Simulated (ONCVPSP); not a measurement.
**Building the ONCV potential for Ta (PBE, scalar-relativistic).**

* Element: tantalum (Ta)
* Generator: ONCVPSP 4.0.1
* Type: optimised norm-conserving Vanderbilt (ONCV)
* Functional: PBE
* Relativity: scalar-relativistic
* Frozen core: [Kr] 4d10 4f14
* Valence charge: 13
* Reference configuration: 5s2 5p6 5d3 (charge +2)
* Partial waves: 5s: rc 1.85 bohr, ncon 5, nbas 8, qcut 8.3 1/bohr, 3 projectors, debl 1.6 Ha; 5p: rc 2.15 bohr, ncon 4, nbas 8, qcut 5.4 1/bohr, 2 projectors, debl 2.9 Ha; 5d: rc 1.95 bohr, ncon 3, nbas 8, qcut 4.3 1/bohr, 2 projectors, debl 1.5 Ha
* Local potential: polynomial inside 1.55 bohr (lpopt 2, dvloc0 0 Ha)
* Core correction: polynomial model core, fcfact 0.55

In the s channel the program set the typed energies aside and used -3.254, 0.050, 1.650 Ha.

Results:

```
Cutoffs needed             : 26 Ha and 69 Ha (the cutoffs (Ha) at which the residual kinetic energy of the hardest occupied pseudo-wave falls to 1 and 0.1 mHa per electron)
Ghost test                 : no bound ghost flagged; GHOST(+) flags only above 600 eV
Largest excitation error   : -18 meV (all-electron minus pseudo) for 5s2 5p6 5d2, out of 4 test configurations
rms error of d²Exc/dni dnj : 8.37 mHa without and 0.87 mHa with the model core
```

Generation and tests took about 5.5 s on one core of a shared server CPU.
